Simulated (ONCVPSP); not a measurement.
Before and after: ONCV potential for manganese (Mn)

| Property | Result |
| --- | --- |
| Element | Mn (Z = 25) |
| Generator | ONCVPSP 4.0.1 |
| Type | optimised norm-conserving Vanderbilt (ONCV) |
| Functional | LDA (Perdew-Wang 92) |
| Relativity | scalar-relativistic |
| Frozen core | [Ne] |
| Valence charge | 15 |
| Reference configuration | 3s2 3p6 3d5 4s2 |
| Partial waves | 3s+4s: rc 1.50 bohr, ncon 4, nbas 9, qcut 8.1 1/bohr, 3 projectors, debl 2 Ha; 3p: rc 1.45 bohr, ncon 5, nbas 9, qcut 9.4 1/bohr, 2 projectors, debl 1.9 Ha; 3d: rc 2.00 bohr, ncon 4, nbas 9, qcut 6.2 1/bohr, 2 projectors, debl 1.8 Ha |
| Local potential | polynomial inside 0.90 bohr (lpopt 5, dvloc0 0 Ha) |
| Core correction | Teter function, fcfact 4.75, rcfact 1.3 |

In the p channel the program set the typed energies aside and used -2.002, 0.250 Ha.

All-electron outer shells of the reference configuration (LDA (PZ), scalar-relativistic, ld1.x):

```tsv
shell	level (eV)	outermost node (bohr)	outermost maximum (bohr)
2p	-629.78	–	0.19
3s	-85.40	0.34	0.74
3p	-54.49	0.31	0.75
3d	-7.01	–	0.75
4s	-5.29	1.06	2.47
```

Change: p: rc 1.04.

Cutoffs: the cutoffs (Ha) at which the residual kinetic energy of the hardest occupied pseudo-wave falls to 1 and 0.1 mHa per electron; they do not see the model core or the augmentation charge, which bear on the density cutoff. Errors are all-electron minus pseudo energies relative to the spin-unpolarised reference configuration.

Problem. How do hardness, ghosts and transferability respond?

Solution. The potential gets neither clearly harder nor softer (30 Ha and 72 Ha → 28 Ha and 134 Ha); the errors of the 4 common tests hardly move; neither file shows a bound ghost.

```tsv
quantity	base	changed
cutoff, loose	30 Ha	28 Ha
cutoff, tight	72 Ha	134 Ha
loose cutoff by channel	s 20 Ha, p 30 Ha, d 20 Ha	s 20 Ha, p 28 Ha, d 20 Ha
bound ghosts	none	none
GHOST(+) flags under 300 eV	none	none
error for 3s2 3p6 3d5 4s1, meV [ΔE 8.65 eV]	+2.4	+2.4
error for 3s2 3p6 3d5 4s0, meV [ΔE 24.52 eV]	+12	+12
error for 3s2 3p6 3d4 4s0, meV [ΔE 57.33 eV]	+190	+189
error for 3s2 3p6 3d6 4s0, meV [ΔE 7.01 eV]	+202	+202
s: phases at 1.52 bohr within 0.05 rad from the reference energy up to (Ha; the scan ends near 5)	to the end of the scan	to the end of the scan
d: phases at 2.03 bohr within 0.05 rad from the reference energy up to (Ha; the scan ends near 5)	to the end of the scan	to the end of the scan
rms error of d²Exc/dni dnj with the model core, mHa	2.37	2.37
```
